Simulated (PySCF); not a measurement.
Polarisability and C₆ of Cr (chromium, neutral)

[Ar] 3d5 4s1, high-spin 7S determinant. Calculation: PySCF 2.14, in aug-cc-pwCVQZ (11s10p8d5f4g3h, 185 functions); no relativity, point nucleus. Coupled (time-dependent) response in atomic units; α is the mean over directions.

| method | mean α (bohr³) | C₆ (like pair) | S(−4) |
| --- | --- | --- | --- |
| PBE0 | 77.51 | 656.8 | 4578 |

S(−4) is the Cauchy moment in α(ω) = α(0) + S(−4) ω² + …

Reference α: 83 ± 12 bohr³ (recommended; Schwerdtfeger and Nagle, table of static dipole polarizabilities (2023 update)). Published C₆: 602.0 (Chu and Dalgarno (2004); Tang, Norbeck and Certain (1976)).

α(iu) at PBE0:

```tsv
u (hartree)	α(iu) (bohr³)
0	77.51
0.0500	67.69
0.100	49.92
0.200	26.58
0.300	16.57
0.500	8.890
0.750	5.414
1.00	3.807
1.50	2.291
2.00	1.567
3.00	0.8832
5.00	0.4016
```
